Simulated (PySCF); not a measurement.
Geometry:
```
atom   x (Å)   y (Å)   z (Å)
 Ga1   0.339   0.419  -0.113
  H2   1.891   0.470  -0.243
  H3  -0.698   1.585  -0.270
  O4  -0.287  -1.208   0.273
  H5  -1.244  -1.266   0.353
```

[PySCF: σ from GIAO-B3LYP/pcSseg-1 (pcSseg-2 on Ga); PBE0-D3(BJ)/def2-SVP structure; no solvent; non-relativistic Hamiltonian; equivalent nuclei averaged; single conformer]

Shifts are taken against calculated references (same method and geometry level): 1H (σ = 31.38 ppm) vs TMS; 71Ga (σ = 1798.95 ppm) vs [Ga(H2O)6]3+; 17O (σ = 334.04 ppm) against H2O.

| atoms | nucleus | count | δ (ppm) |
| --- | --- | --- | --- |
| O4 | 17O | 1 | 142.6 |
| H2/H3 | 1H | 2 | 5.65 |
| Ga1 | 71Ga | 1 | ? |
| H5 | 1H | 1 | ? |

**Question.** Complete the table.

**Answer.** 
- H5: 4.00 ppm, hydrogen on an oxygen bonded to Ga
- Ga1: 511 ppm, Ga bonded to O, 2 H

Relativistic effects, spin–orbit coupling among them, are left out; they matter for Ga and for the light atoms bonded to it. OH/NH shifts are gas-phase values; hydrogen bonding in solution moves them, usually downfield. Hydrides on Al or Ga are broadened by the quadrupolar metal nucleus. Experimental scales use liquid or dissolved standards, which lie at an offset from isolated H2O (liquid H2O: subtract about 36 ppm).
